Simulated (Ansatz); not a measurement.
Gas-phase electronic energies from Ansatz, PBE0-D4/def2-TZVP geometries. CCSD(T)/CBS adds triple-zeta CCSD(T) − MP2 to the extrapolated MP2 energy (def2 sets, frozen cores). Functionals use def2-TZVPP. Elements past krypton have def2 core potentials. For I, Se outer-core shells are correlated without core-valence functions, which leaves a few kJ/mol of doubt a bond. Scalar relativity is left out up to krypton. One conformer a species, not always the lowest.

`O[SiH](F)I` + `CBC=[Se]` → `CB[SiH](O)I` + `FC=[Se]`  (redistribution)

```csv
level,ΔE (kJ/mol),difference from CCSD(T)/CBS
r2SCAN-D4,235.6,-13.3
ωB97M-V,239.0,-9.9
PBE,217.5,-31.4
r2SCAN,236.2,-12.7
MP2/def2-TZVPP,255.0,6.1
SCS-MP2/def2-TZVPP,250.8,1.9
CCSD/def2-TZVPP,247.2,-1.7
HF/def2-QZVPP,256.6,7.7
MP2/def2-QZVPP,258.3,9.4
MP2/CBS(def2),259.2,10.3
CCSD(T)/CBS,248.9,0
```

Largest T1 diagnostic among the species: 0.018.

From PBE to PBE0 (25 % exact exchange), in def2-TZVPP and without D4, ΔE moves by +10.6 kJ/mol.
